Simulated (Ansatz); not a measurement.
Abridged output of a molecular run in Ansatz:

```
Functional definition: HF
  name "HF"
  cite "Fock, Z. Phys. 61, 126 (1930) doi:10.1007/BF01340294"
  parent pbe
  exchange = exact_x
  correlation = 0
1509 factors; integrals over basis functions are off by at most 1.5e-3 eV
mean field evaluation 1: about -25741.0590 eV, gradient 3.4e1 eV
mean field evaluation 2: about -25741.1853 eV, gradient 3.4e1 eV
mean field evaluation 4: about -25744.7985 eV, gradient 4.7e0 eV
mean field evaluation 8: about -25744.8625 eV, gradient 1.8e-4 eV
mean field -25744.86253807 eV, -946.1062477794 hartree, gradient 4.5e-6 eV, S^2 0.000000; 0 other end points of the search recorded, 0 dependent functions left out
15 core orbitals not correlated: weight in the atoms' cores, before any rotation towards them, 1.000 or more for the frozen orbitals, at most 0.000 for the correlated occupied ones
reference -25744.86253807 eV, -946.1062477794 hartree; 20, 20 occupied and 116, 116 virtual orbitals, 1509 factors
second order -24.16056860 eV of doubles, -0.00000000 eV of singles
cycle   1  -25.49167455 eV  change    -1.3e0 eV  update   1.1e-1
cycle   2  -26.21427820 eV  change   -7.2e-1 eV  update   3.5e-2
cycle   3  -26.34755511 eV  change   -1.3e-1 eV  update   1.7e-2
cycle   4  -26.34060627 eV  change    6.9e-3 eV  update   5.1e-3
cycle   5  -26.34161610 eV  change   -1.0e-3 eV  update   2.0e-3
cycle   6  -26.34142590 eV  change    1.9e-4 eV  update   6.4e-4
cycle   7  -26.34126469 eV  change    1.6e-4 eV  update   2.3e-4
cycle   8  -26.34129331 eV  change   -2.9e-5 eV  update   8.2e-5
cycle   9  -26.34128034 eV  change    1.3e-5 eV  update   2.4e-5
perturbative correction -0.83000649 eV, -0.0305021760 hartree
Total energy: -25772.03382490 eV, -947.1047741531 hartree
```

Its atoms:

Z-matrix (Å, degrees):
```
C
N 1 1.460
C 1 1.496 2 115.0
H 1 1.098 2 109.6 3 -122.9
H 1 1.096 2 108.7 3 122.0
Si 2 1.736 1 118.6 3 98.3
B 2 1.403 1 120.4 3 -83.4
C 3 1.323 1 126.5 2 2.7
H 3 1.088 1 114.0 2 -178.0
Cl 6 2.055 2 112.5 1 -73.1
H 6 1.481 2 108.5 1 43.7
H 6 1.474 2 108.9 1 167.1
H 7 1.197 2 119.2 1 -2.9
H 7 1.196 2 119.1 1 177.9
H 8 1.084 3 122.0 1 -1.3
H 8 1.083 3 120.9 1 179.4
```

**Question.** Which basis set was used?
A. def2-QZVPP
B. def2-TZVPPD
C. cc-pV(Q+d)Z
D. def2-SVP

**Answer.** D. It gives 151 functions.

**Question.** Write the keys of the input that set method, charge and spin (a neutral closed shell needs none for the last two).

**Answer.** 
```yaml
correlation: {method: ccsd_t}
```
